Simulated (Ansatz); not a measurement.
Consider the homolysis of the B–S bond: `SB(S)Br` → `S[B]Br`• + `[SH]`•.

Isolated molecules relaxed with PBE0-D4/def2-TZVP in Ansatz; ΔE leaves out vibrations. CBS: MP2 limit from def2 TZ/QZ plus the TZ coupled-cluster correction, frozen cores. This one scheme is used for every species. Functionals use def2-TZVPP. No spin–orbit coupling; open shells (•) take unrestricted orbitals. For Br outer-core shells are correlated without core-valence functions, which leaves a few kJ/mol of doubt a bond. Scalar relativity is left out up to krypton. Each species was taken in one conformer, which may not be the lowest.

| level | ΔE (kJ/mol) |
| --- | --- |
| PBE0-D4 | 435.8 |
| r2SCAN0-D4 | 418.7 |

What does CCSD(T)/CBS give? (An estimate is asked.)

Ansatz gave: +442.7 kJ/mol. The listed levels differ from it by -6.9, -24.0 kJ/mol.

What do rigid-rotor, harmonic-oscillator terms from PBE0-D4/def2-TZVP frequencies (298.15 K, 1 bar) make of the CCSD(T)/CBS value? (Estimate.)

Computed: ΔZPE = -14.6 kJ/mol, ΔH = +432.5 kJ/mol, ΔS = 162 J/(mol·K), ΔG = +384.2 kJ/mol. Open shells count their whole term as degenerate.

Largest T1 diagnostic among the species: 0.014.

The D4 term adds +15.3 kJ/mol with B3LYP and +7.9 kJ/mol with PBE0; it sums over pairs of atoms, weighted by their polarisabilities, and B3LYP, whose exchange is more repulsive, gets the larger term. From r2SCAN to r2SCAN0 (25 % exact exchange), in def2-TZVPP and without D4, ΔE moves by −4.1 kJ/mol: exact exchange takes away binding that semilocal exchange gives to molecules.

B3LYP here is the variant with VWN-RPA as its local correlation; programs differ in this.
